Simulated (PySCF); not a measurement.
Computed shifts of a molecule C4H7F, PBE/pcSseg-1 (PySCF), GIAO, gas phase, atoms alike by connectivity averaged where their shifts nearly agree, in ppm (number of nuclei): ¹³C: 180.9 (1), 93.8 (1), 34.0 (1), 16.4 (1). ¹⁹F: -109.2 (1). ¹H: 4.85 (1), 4.62 (1), 2.60 (1), 2.28 (1), 1.44 (3). References: ¹³C against TMS (σ = 182.0 ppm); ¹⁹F against CFCl3 (σ = 133.6 ppm); ¹H against TMS (σ = 31.49 ppm), references at their B3LYP-D3(BJ)/def2-TZVP geometries, non-relativistic. Coordinates come from a TPSSh-D3(BJ)/def2-SVP optimisation. One conformer was computed; it need not be the lowest.

Q: Which structure fits?
A) CC/C=C\F
B) C[C@H]1C[C@@H]1F
C) C/C=C(\C)F
D) C=C(F)CC

A: D, C=C(F)CC
